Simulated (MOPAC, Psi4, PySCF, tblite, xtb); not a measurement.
Dimer H4Si ··· H4Ge (SMILES [SiH4] and [GeH4]) at R = 4.30 Å between the centres of mass, closest contact 2.35 Å (a random orientation, not optimised). Geometry in Å and degrees:

```
Ge
H 1 1.5359
H 1 1.5359 2 109.47
H 1 1.5359 2 109.47 3 -120.00
H 1 1.5359 2 109.47 3 120.00
H 3 2.3460 1 132.90 2 -150.40
Si 6 1.4803 3 124.27 1 39.48
H 7 1.4803 6 109.47 3 83.23
H 7 1.4803 8 109.47 6 -120.00
H 7 1.4803 8 109.47 9 -120.00
```

Computed with: GFN2-xTB (tblite); SAPT0/jun-cc-pVDZ, frozen core (Psi4); B3LYP/def2-TZVP, counterpoise-corrected (Psi4); B3LYP-D3(BJ)/def2-TZVP, counterpoise-corrected (Psi4); PBE/def2-TZVP, counterpoise-corrected (Psi4); PBE-D3(BJ)/def2-TZVP, counterpoise-corrected (Psi4); HF/aug-cc-pVDZ, counterpoise-corrected (Psi4); MP2/aug-cc-pVDZ = DF-MP2/aug-cc-pVDZ, frozen core, counterpoise-corrected (Psi4 1.11); SCS-MP2/aug-cc-pVDZ = DF-SCS-MP2/aug-cc-pVDZ, frozen core, counterpoise-corrected in Psi4; PM6, restricted, heats of formation (MOPAC); PM7, restricted, heats of formation (MOPAC); GFN1-xTB (xtb); RKS-B3LYP/6-31G* = restricted B3LYP/6-31G*, spherical d, no counterpoise correction run with PySCF; RMP2/6-31G* = restricted MP2 (frozen core)/6-31G*, spherical d, no counterpoise correction (PySCF); RKS-M06-2X/6-31G* = restricted M06-2X/6-31G*, spherical d, no counterpoise correction (PySCF); RKS-B3LYP/3-21G = restricted B3LYP/3-21G, no counterpoise correction (PySCF).

Problem. What interaction energy does each level give?

Solution. 
```csv
method,E_int / kcal/mol
GFN1-xTB,-2.36
GFN2-xTB,-0.64
PBE-D3(BJ)/def2-TZVP,-0.47
B3LYP-D3(BJ)/def2-TZVP,-0.32
PM7,-0.17
RKS-M06-2X/6-31G*,0.14
MP2/aug-cc-pVDZ,0.34
RKS-B3LYP/3-21G,0.44
PBE/def2-TZVP,0.49
RMP2/6-31G*,0.58
SCS-MP2/aug-cc-pVDZ,0.70
SAPT0/jun-cc-pVDZ,0.70
RKS-B3LYP/6-31G*,1.08
B3LYP/def2-TZVP,1.31
HF/aug-cc-pVDZ,1.91
PM6,60.31
```
